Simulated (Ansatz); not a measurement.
CH2BNS (`S=C1BN1`). The species carries charge 0 and has multiplicity 1.

```xyz
6

S     2.081   -0.198    1.088
C     0.616    0.027    0.466
B    -0.816    0.457    0.211
N    -0.093   -0.349   -0.649
H    -1.868    0.972    0.359
H     0.079   -0.909   -1.474
```

Problem. List the harmonic frequencies (cm⁻¹, unscaled) at PBE0-D4/def2-TZVP in Ansatz. (An estimate is asked.)

Solution. The calculation gave: 335, 362, 643, 656, 827, 850, 935, 1057, 1327, 1531, 2772, 3556.

Problem. Is this a minimum?

Solution. Yes, all 12 modes are real.

Problem. Give the ideal-gas thermochemistry at 298.15 K and 1 bar (rigid rotor, harmonic oscillator; point group Cs, symmetry number 1).

Solution. Zero-point energy 88.8 kJ/mol; H(298) − E = 102.0 kJ/mol; entropy 278.1 J/(mol·K), of which translation 162.0, rotation 100.7, vibration 15.4; G(298) − E = 19.0 kJ/mol.

Problem. Rotational constants (cm⁻¹)?

Solution. 1.033, 0.1357, 0.1199.
